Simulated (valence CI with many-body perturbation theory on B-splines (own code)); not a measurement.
## Re43+: electric-dipole lines

Calculated by relativistic CI+MBPT: four valence electrons over a frozen Dirac-Fock core [Ar] 3d10, radial functions for each j: 11 s, 11 p, 10 d, 8 f, 5 g, 2 h, with the one-electron correlation potential Σ1 (screened to all orders), the two-electron term Σ2, the three-electron term Σ3, Breit, model QED; selected single and double excitations, second order for the rest, scaled by the run's own slope (own B-spline code, finite nucleus).

No measured spectrum was set against this ion. As an estimate, large intervals hold to a few tenths of a per cent, small ones and those within an open d or f shell to about a per cent. Among the levels kept, up to 430 cm⁻¹ of a level comes from second order outside the variational space, and about a tenth of that is noise between levels of different J, which matters for small intervals.

Lines 201 to 250 of 551 in falling wavelength, among levels below 50.501 Ry, chosen from the strongest by gf and those to the six lowest levels. Wavelengths and rates use the calculated energies. Electric multipoles are in the length gauge with retardation, E1 and E2 with the static RPA response of the core. Weak lines are less certain than strong ones. Lines between different terms over intervals too small for the method are left out, as are lines whose strength nearly cancels. Where a level lies close to another of its J and parity, the split of strength between their lines is uncertain. The highest levels of a list are the least certain.

Levels are named by their leading jj configuration (3d3/2^4 stands for four electrons in 3d with j = 3/2), which in mixed levels can hold well under half, so a name can repeat and another be missing. Letters in brackets count levels of one name in rising energy.

```tsv
λ vac (Å)	Upper	Lower	A (s⁻¹)	S (a.u.) with core polarisation	S without
62.76	(4s^2 4d5/2^2) J=0	(4s^2 4p3/2 4d5/2) J=1	1.03e+12	1.25e-01	1.32e-01
62.75	(4s^2 4p3/2 4d5/2) J=1	(4s^2 4p3/2^2) J=2	1.74e+11	6.37e-02	6.74e-02
62.74	(4s 4p3/2^2 4d3/2) J=2 [b]	(4s^2 4p3/2 4d5/2) J=2	8.63e+10	5.26e-02	5.56e-02
62.74	(4s 4p3/2^2 4d5/2) J=4 [a]	(4s^2 4p3/2 4d5/2) J=4	8.10e+10	8.88e-02	9.39e-02
62.72	(4s 4p1/2 4p3/2 4f5/2) J=3 [b]	(4s 4p1/2 4p3/2 4d3/2) J=2 [b]	1.15e+11	9.83e-02	1.04e-01
62.60	(4s 4p3/2^2 4d3/2) J=2 [a]	(4s^2 4p3/2 4d3/2) J=1	2.35e+11	1.42e-01	1.50e-01
62.52	(4s 4p3/2^2 4d5/2) J=3 [c]	(4s 4p3/2^3) J=2	9.97e+11	8.41e-01	8.89e-01
62.45	(4s 4p1/2 4p3/2 4d5/2) J=3 [a]	(4s^2 4p1/2 4d5/2) J=3	1.25e+11	1.05e-01	1.11e-01
62.42	(4s 4p1/2 4p3/2 4f5/2) J=4 [b]	(4s^2 4p1/2 4f7/2) J=3 [b]	1.09e+11	1.18e-01	1.24e-01
62.40	(4s 4p3/2^2 4d3/2) J=1 [a]	(4s^2 4p3/2 4d3/2) J=0	2.95e+11	1.06e-01	1.12e-01
62.21	(4s 4p1/2 4d3/2 4d5/2) J=3 [d]	(4s^2 4p1/2 4f5/2) J=2	6.28e+10	5.22e-02	5.53e-02
62.20	(4s 4p3/2^2 4d3/2) J=1 [a]	(4s^2 4p3/2 4d3/2) J=1	2.47e+11	8.80e-02	9.31e-02
62.18	(4s 4p1/2 4p3/2 4f5/2) J=3 [b]	(4s^2 4p1/2 4f7/2) J=3 [a]	6.25e+10	5.19e-02	5.48e-02
62.16	(4s 4p1/2 4d5/2^2) J=2	(4s^2 4p1/2 4f7/2) J=3 [b]	6.61e+10	3.92e-02	4.14e-02
62.16	(4s 4p1/2 4p3/2 4d5/2) J=3 [c]	(4s 4p1/2 4p3/2^2) J=2 [a]	7.90e+11	6.55e-01	6.93e-01
62.16	(4s 4p3/2^2 4d3/2) J=2 [a]	(4s^2 4p3/2 4d3/2) J=2	1.11e+11	6.59e-02	6.98e-02
62.08	(4s 4p1/2 4p3/2^2) J=2 [a]	(4s^2 4p1/2 4p3/2) J=1	4.88e+11	2.88e-01	3.05e-01
62.04	(4s 4p1/2 4d5/2^2) J=1 [b]	(4s 4p1/2 4p3/2 4d3/2) J=0 [b]	1.06e+11	3.75e-02	3.95e-02
62.02	(4s 4p1/2 4p3/2 4f7/2) J=5 [c]	(4s 4p1/2 4p3/2 4d5/2) J=5	4.80e+10	6.22e-02	6.58e-02
62.01	(4s 4p3/2^2 4d5/2) J=5	(4s^2 4p3/2 4d5/2) J=4	5.21e+11	6.74e-01	7.11e-01
61.95	(4s 4p1/2 4p3/2 4f7/2) J=4 [b]	(4s^2 4p1/2 4f7/2) J=3 [a]	9.40e+10	9.92e-02	1.05e-01
61.93	(4s 4p3/2^2 4d5/2) J=1 [b]	(4s 4p3/2^3) J=2	1.95e+11	6.85e-02	7.25e-02
61.88	(4s 4p1/2 4p3/2 4d5/2) J=2 [c]	(4s 4p1/2 4p3/2^2) J=3	1.04e+11	6.10e-02	6.46e-02
61.87	(4s 4p1/2^2 4f5/2) J=2	(4s 4p1/2^2 4d3/2) J=2	7.03e+10	4.11e-02	4.33e-02
61.87	(4s 4p3/2^2 4d3/2) J=3 [a]	(4s^2 4p3/2 4d3/2) J=3	5.53e+10	4.52e-02	4.80e-02
61.84	(4s 4p1/2 4p3/2 4f7/2) J=3 [b]	(4s 4p1/2 4p3/2 4d3/2) J=2 [b]	7.94e+10	6.49e-02	6.84e-02
61.69	(4s^2 4d5/2^2) J=2	(4s^2 4p3/2 4d3/2) J=1	7.83e+10	4.54e-02	4.79e-02
61.66	(4s 4p1/2 4p3/2^2) J=3	(4s^2 4p1/2 4p3/2) J=2	2.65e+11	2.15e-01	2.27e-01
61.35	(4p1/2 4p3/2^2 4d3/2) J=1	(4s 4p1/2 4p3/2 4d3/2) J=1 [b]	2.28e+11	7.81e-02	8.26e-02
61.22	(4s 4p1/2 4p3/2 4d5/2) J=3 [d]	(4s 4p1/2 4p3/2^2) J=3	1.93e+11	1.53e-01	1.62e-01
61.21	(4s 4p1/2 4p3/2 4f5/2) J=3 [a]	(4s 4p1/2 4p3/2 4d3/2) J=2 [a]	1.94e+11	1.53e-01	1.62e-01
61.14	(4s 4p3/2^2 4d3/2) J=3 [a]	(4s^2 4p3/2 4d3/2) J=2	2.02e+11	1.59e-01	1.68e-01
61.10	(4p1/2 4p3/2^2 4d3/2) J=3	(4s 4p1/2 4p3/2 4d3/2) J=3 [b]	1.08e+11	8.50e-02	9.02e-02
61.06	(4s 4p1/2 4p3/2 4d5/2) J=2 [b]	(4s^2 4p1/2 4d5/2) J=3	1.63e+11	9.14e-02	9.68e-02
61.02	(4s 4p1/2 4d5/2^2) J=2	(4s 4p1/2 4p3/2 4d3/2) J=2 [b]	7.81e+10	4.38e-02	4.64e-02
60.85	(4p1/2 4p3/2^2 4d3/2) J=0	(4s 4p1/2 4p3/2 4d3/2) J=1 [c]	6.24e+11	6.94e-02	7.35e-02
60.84	(4s 4p1/2^2 4f5/2) J=2	(4s 4p1/2^2 4d3/2) J=1	1.92e+11	1.07e-01	1.12e-01
60.76	(4s 4p1/2 4p3/2 4f7/2) J=4 [c]	(4s^2 4p1/2 4f7/2) J=4	2.15e+11	2.14e-01	2.27e-01
60.76	(4s 4p1/2 4p3/2 4f5/2) J=4 [b]	(4s^2 4p1/2 4f7/2) J=3 [a]	4.38e+10	4.36e-02	4.60e-02
60.74	(4s 4p1/2 4p3/2 4d5/2) J=3 [b]	(4s^2 4p1/2 4d5/2) J=3	1.29e+11	9.96e-02	1.05e-01
60.71	(4s 4p1/2 4p3/2 4f7/2) J=3 [c]	(4s^2 4p1/2 4f7/2) J=3 [b]	1.65e+11	1.28e-01	1.35e-01
60.63	(4s 4p3/2^2 4d5/2) J=2 [a]	(4s^2 4p3/2 4d5/2) J=1	4.19e+11	2.30e-01	2.43e-01
60.61	(4p1/2^2 4p3/2 4d5/2) J=2	(4s 4p1/2^2 4d5/2) J=2	3.00e+11	1.65e-01	1.74e-01
60.58	(4s 4p3/2^2 4d5/2) J=4 [b]	(4s^2 4p3/2 4d5/2) J=3	9.22e+11	9.10e-01	9.62e-01
60.55	(4s 4p1/2 4p3/2 4f7/2) J=5 [d]	(4s 4p1/2 4p3/2 4d5/2) J=5	7.65e+10	9.22e-02	9.75e-02
60.53	(4s 4p1/2 4d5/2^2) J=4	(4s^2 4p1/2 4f5/2) J=3	1.20e+11	1.18e-01	1.25e-01
60.51	(4s 4p1/2 4p3/2 4d5/2) J=2 [d]	(4s 4p1/2 4p3/2^2) J=3	7.48e+10	4.09e-02	4.34e-02
60.48	(4s 4p1/2 4p3/2 4d5/2) J=1 [b]	(4s 4p1/2 4p3/2^2) J=2 [a]	1.49e+11	4.87e-02	5.16e-02
60.44	(4s 4p1/2 4p3/2 4f5/2) J=4 [a]	(4s 4p1/2 4p3/2 4d3/2) J=3 [a]	2.92e+11	2.86e-01	3.02e-01
60.43	(4s 4p1/2 4d5/2^2) J=3	(4s^2 4p1/2 4f7/2) J=4	9.18e+10	7.00e-02	7.41e-02
```
